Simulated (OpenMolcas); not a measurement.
A calculation on C+.

| Item | Value |
| --- | --- |
| Program | OpenMolcas |
| Method | MS-CASPT2, IPEA 0.25 Eh, imaginary shift 0.1 Eh (closed shells correlated: 1s) |
| Basis | ANO-RCC-VTZP [4s3p2d1f] |
| Scalar Hamiltonian | DKH2, point nucleus |
| Active space | 3 electrons in 8 orbitals (2s 2p 3s 3p) |
| State averaging | 2S+1 = 4 odd, 1 root; 2S+1 = 2 odd, 11 roots; 2S+1 = 4 even, 3 roots; 2S+1 = 2 even, 9 roots |
| Spin-orbit coupling | state interaction with AMFI integrals over the reference wave functions, term energies averaged over their components |

(1) Which level of the active space comes out lowest?

(2) How high does 2s 2p² ⁴P_5/2 lie?

(3) How high does 2p³ ⁴S°_3/2 lie?

(4) How high does 2s 2p² ⁴P_1/2 lie?

Measured values: NIST Handbook of Basic Atomic Spectroscopic Data.

Answers

(1) 2s² 2p ²P°_1/2, with 100 % of that term; it is also the measured ground level.

(2) 41770 cm⁻¹ above the lowest level; measured 43054 cm⁻¹ above the ground level, so the calculation is off by -3 %.

(3) 141180 cm⁻¹ above the lowest level; measured 142027 cm⁻¹ above the ground level, so the calculation is off by -1 %.

(4) 41710 cm⁻¹ above the lowest level; measured 43003 cm⁻¹ above the ground level, so the calculation is off by -3 %.

The run also gave levels led by 2s² 3p, which use shells meant for correlation; these and all levels above them are left out. Measured partners are found by configuration, term and J. A level has none where our copy of the source lacks it or the pairing is in doubt (some pairs that miss far off the trend of their configuration count as doubtful), and it then counts in no deviation. Levels of configurations outside the active space are missing.

° marks odd parity.
